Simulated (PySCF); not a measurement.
SiF₄ → SiF₂ + F₂

Level: PBE in the def2-TZVP basis family, all electrons, no relativity, computed in PySCF with density fitting; open shells unrestricted.

```csv
species,state and structure,ZPE (kJ/mol),H(298 K) − H(0) (kJ/mol),S° (J/(mol K))
SiF₄,"singlet, Td, Si–F 1.580 Å (×4)",32.0,15.7,285.1
SiF₂,"singlet, C2v, Si–F 1.624 Å (×2); F–Si–F 101.1°",11.6,11.4,258.0
F₂,"singlet, D∞h, F–F 1.413 Å",6.0,8.8,202.5
```

(1) Is the gas-phase reaction uphill or downhill in electronic energy at this level, and by how much?

(2) Add zero-point, thermal and entropy terms for 298.15 K and 1 bar.

Answers

(1) At PBE/def2-TZVP, ΔE = 908.9 kJ/mol, uphill. 

(2) ΔZPE = -14.4 and Δ[H(298) − H(0)] = 4.5 kJ/mol give ΔH° = 899.0 kJ/mol. ΔS° = 175.4 J/(mol K), so ΔG° = 899.0 − 298.15 × (0.1754) = 847 kJ/mol.

Each species is the lowest minimum found with this bonding; other isomers or fragments can lie lower.
